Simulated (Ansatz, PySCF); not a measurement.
Torsion H4–O1–Si2–S3 in H2OSSi (SMILES O[Si]S); at each angle all else is relaxed with GFN2-xTB, and the levels are single points there.
Geometry at 180° (charge 0, multiplicity 1):
```csv
atom,x (Å),y (Å),z (Å)
O,-0.9806,0.4360,-0.7019
Si,-0.0330,-0.8684,-0.3900
S,1.7474,-0.0956,-1.3769
H,-1.8890,0.5089,-0.4264
H,1.2082,1.0547,-1.7536
```

On the grid 0° to 330°, 270° is the highest and 180° the lowest point at MP2/CBS(cc-pV(T+d)Z, cc-pV(Q+d)Z) + ΔCCSD(T)/cc-pV(T+d)Z.

Cores are frozen in the correlated methods. CBS: X⁻³ extrapolation of the correlation energy, Hartree–Fock from the larger set.

Programs: Ansatz (a program for electronic structure) with Gaussian orbitals; PySCF for the dispersion terms. 

PBE/def2-TZVPP gives 5.47 kcal/mol for the energy at 270° less that at 180°.

Question: Where do these levels fall relative to PBE: PBE-D3(BJ)/def2-TZVPP, r2SCAN/def2-TZVPP, B3LYP/def2-TZVPP, wB97M-V/def2-TZVPP, MP2/CBS(cc-pV(T+d)Z, cc-pV(Q+d)Z), MP2/CBS(cc-pV(T+d)Z, cc-pV(Q+d)Z) + ΔCCSD(T)/cc-pV(T+d)Z.

Answer: PBE-D3(BJ)/def2-TZVPP -0.01; r2SCAN/def2-TZVPP 0.32; B3LYP/def2-TZVPP -0.26; wB97M-V/def2-TZVPP 0.16; MP2/CBS(cc-pV(T+d)Z, cc-pV(Q+d)Z) 0.47; MP2/CBS(cc-pV(T+d)Z, cc-pV(Q+d)Z) + ΔCCSD(T)/cc-pV(T+d)Z 0.32 kcal/mol. 4 of 6 lie above PBE; the widest gap is to MP2/CBS(cc-pV(T+d)Z, cc-pV(Q+d)Z).
